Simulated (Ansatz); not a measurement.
C3H14N2Si2 (SMILES C[SiH2]N[SiH2]N(C)C), singlet, geometry from GFN2-xTB, atoms displaced at random by about 0.08 Å a coordinate; R2SCAN/STO-3G, gradient (Ansatz, an electronic-structure program).

Ansatz was given this input:
Ansatz 0.2 input:
```yaml
crystal:
  periodic: [false, false, false]
  atoms:
    - {symbol: Si, position_ang: [2.08201716, 1.06231246, 0.65394442]}
    - {symbol: C, position_ang: [3.24348059, -0.05691103, -0.46335534]}
    - {symbol: N, position_ang: [0.50405194, 0.30797780, 0.69393542]}
    - {symbol: Si, position_ang: [-0.10804946, -0.65473938, -0.45392512]}
    - {symbol: N, position_ang: [-2.02272173, -0.59259429, 0.08378952]}
    - {symbol: C, position_ang: [-2.98750553, -1.36657474, -0.57238824]}
    - {symbol: C, position_ang: [-2.51542806, 0.71871091, 0.35449838]}
    - {symbol: H, position_ang: [2.49781154, 1.02026746, 2.11959922]}
    - {symbol: H, position_ang: [2.07259657, 2.29217545, 0.19439711]}
    - {symbol: H, position_ang: [2.96555669, -0.10065278, -1.33418735]}
    - {symbol: H, position_ang: [4.37096514, 0.25438149, -0.45829747]}
    - {symbol: H, position_ang: [3.43936355, -1.03723921, -0.04196492]}
    - {symbol: H, position_ang: [0.02987093, 0.47593985, 1.61108250]}
    - {symbol: H, position_ang: [0.12300200, -1.81714935, -0.51197113]}
    - {symbol: H, position_ang: [0.16884675, 0.09825824, -1.86377008]}
    - {symbol: H, position_ang: [-3.27447277, -1.11724577, -1.59641255]}
    - {symbol: H, position_ang: [-3.61692354, -1.54871963, -0.03566243]}
    - {symbol: H, position_ang: [-2.46002235, -2.37853865, -0.90715813]}
    - {symbol: H, position_ang: [-3.04332751, 1.22801799, -0.60103742]}
    - {symbol: H, position_ang: [-3.30707020, 0.47365416, 1.17513917]}
    - {symbol: H, position_ang: [-2.03472591, 1.39183592, 0.67474540]}
basis:
  gaussian:
    orbitals: STO-3G
hamiltonian:
  xc: r2scan
output: {forces: true}
```

It wrote (shortened):

```
Functional definition: r2SCAN
748 factors; integrals over basis functions are off by at most 4.5e-5 eV
mean field evaluation 1: about -21799.2697 eV, gradient 3.4e1 eV
mean field evaluation 2: about -21797.5081 eV, gradient 4.2e1 eV
mean field evaluation 4: about -21802.7744 eV, gradient 1.5e0 eV
mean field evaluation 8: about -21802.6352 eV, gradient 5.2e-2 eV
mean field -21802.63517747 eV, -801.2320644152 hartree, gradient 3.5e-5 eV, S^2 0.000000; 0 other end points of the search recorded, 0 dependent functions left out
the calculation of the forces begins
reference -21802.63518672 eV, -801.2320647550 hartree; 37, 37 occupied and 20, 20 virtual orbitals, 748 factors
Total energy: -21802.63518672 eV, -801.2320647550 hartree
Atom 0 at     2.082017     1.062312     0.653944 Å, force     1.452000    -5.838542     2.566566 eV/Å
Atom 1 at     3.243481    -0.056911    -0.463355 Å, force     6.335346     2.167889    12.724312 eV/Å
Atom 2 at     0.504052     0.307978     0.693935 Å, force     2.126567     2.633240     3.204039 eV/Å
Atom 3 at    -0.108049    -0.654739    -0.453925 Å, force    -7.979022    11.231185    -3.534271 eV/Å
Atom 4 at    -2.022722    -0.592594     0.083790 Å, force     8.109371     0.422456     0.126130 eV/Å
Atom 5 at    -2.987506    -1.366575    -0.572388 Å, force    16.622792    -1.201711   -15.821586 eV/Å
Atom 6 at    -2.515428     0.718711     0.354498 Å, force   -13.510842    -9.361368    -5.811006 eV/Å
Atom 7 at     2.497812     1.020267     2.119599 Å, force    -0.082438     0.344221    -1.664140 eV/Å
Atom 8 at     2.072597     2.292175     0.194397 Å, force     0.015589     4.349296    -1.610161 eV/Å
Atom 9 at     2.965557    -0.100653    -1.334187 Å, force    -3.775724    -0.769632   -11.572474 eV/Å
Atom 10 at     4.370965     0.254381    -0.458297 Å, force    -2.561784     0.520345    -0.235105 eV/Å
Atom 11 at     3.439364    -1.037239    -0.041965 Å, force    -1.200745    -0.724005     0.117387 eV/Å
Atom 12 at     0.029871     0.475940     1.611082 Å, force     0.054307    -0.595718    -0.842723 eV/Å
Atom 13 at     0.123002    -1.817149    -0.511971 Å, force     2.498587   -11.310864    -0.618116 eV/Å
Atom 14 at     0.168847     0.098258    -1.863770 Å, force    -0.295577    -1.694451     2.339318 eV/Å
Atom 15 at    -3.274473    -1.117246    -1.596413 Å, force    -1.124367     1.406105    -0.312863 eV/Å
Atom 16 at    -3.616924    -1.548720    -0.035662 Å, force   -16.654008    -4.514408    12.831792 eV/Å
Atom 17 at    -2.460022    -2.378539    -0.907158 Å, force    -1.172065     1.714784     1.652761 eV/Å
Atom 18 at    -3.043328     1.228018    -0.601037 Å, force     0.606434    -1.208964     2.170245 eV/Å
Atom 19 at    -3.307070     0.473654     1.175139 Å, force     0.488550     1.445794    -1.623670 eV/Å
Atom 20 at    -2.034726     1.391836     0.674745 Å, force    10.047029    10.984349     5.913564 eV/Å
Dipole moment:     0.325417     0.056485     0.015564 e Å
```
